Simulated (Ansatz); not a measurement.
```yaml
crystal:
  periodic: [false, false, false]
  atoms:
    - {symbol: O, position_ang: [-0.602243, 1.612458, -0.225837]}
    - {symbol: Zr, position_ang: [0.085464, -0.159932, -0.344850]}
    - {symbol: O, position_ang: [1.971299, -0.275140, -0.132402]}
    - {symbol: F, position_ang: [-0.437918, -0.874602, -2.035986]}
    - {symbol: Se, position_ang: [-0.893577, -1.592567, 1.598942]}
    - {symbol: H, position_ang: [-0.795836, 2.532169, -0.069935]}
    - {symbol: H, position_ang: [2.912616, -0.146007, -0.056629]}
    - {symbol: H, position_ang: [-2.239804, -1.096378, 1.266718]}
basis:
  gaussian: {orbitals: STO-3G}
hamiltonian: {xc: {name: HF}, pseudopotentials: {relativity: none}}
correlation: {method: ccsd_t}
scf: {lower_state_search: full}
```

```sh
$ ansatz run in.yaml --threads 4 --pin off --events-out ev --progress --plain --max-ram 10444MiB
```

Output, abridged:

```
Functional definition: HF
771 factors; integrals over basis functions are off by at most 5.7e-5 eV
mean field evaluation 1: about -166654.0685 eV, gradient 3.4e1 eV
mean field evaluation 2: about -166654.1050 eV, gradient 3.4e1 eV
mean field evaluation 4: about -166658.2684 eV, gradient 2.1e0 eV
mean field evaluation 8: about -166658.2844 eV, gradient 4.2e-4 eV
mean field evaluation 32: about -166658.2844 eV, gradient 1.9e-6 eV
mean field -166658.28440787 eV, -6124.5789869467 hartree, gradient 3.2e-6 eV, S^2 0.000000; 3 other end points of the search recorded, 0 dependent functions left out
26 core orbitals not correlated: weight in the atoms' cores, before any rotation towards them, 1.000 or more for the frozen orbitals, at most 0.000 for the correlated occupied ones
reference -166658.28440787 eV, -6124.5789869467 hartree; 25, 25 occupied and 12, 12 virtual orbitals, 771 factors
second order -6.72415067 eV of doubles, -0.00000000 eV of singles
cycle   1  -6.48748917 eV  change    2.4e-1 eV  update   1.9e-1
cycle   2  -7.14015637 eV  change   -6.5e-1 eV  update   6.6e-2
cycle   3  -7.23064486 eV  change   -9.0e-2 eV  update   3.1e-2
cycle   4  -7.24242404 eV  change   -1.2e-2 eV  update   6.9e-3
cycle   5  -7.24386189 eV  change   -1.4e-3 eV  update   2.3e-3
cycle   6  -7.24343207 eV  change    4.3e-4 eV  update   7.7e-4
cycle   7  -7.24304548 eV  change    3.9e-4 eV  update   2.8e-4
cycle   8  -7.24305331 eV  change   -7.8e-6 eV  update   9.6e-5
cycle   9  -7.24308848 eV  change   -3.5e-5 eV  update   3.0e-5
perturbative correction -0.67600352 eV, -0.0248426712 hartree
Total energy: -166666.20349987 eV, -6124.8700082100 hartree
```

Hardware: 4 threads of an Arm Neoverse V1 on a shared host. Wall time 1.3 s, peak host memory 0.16 GiB.
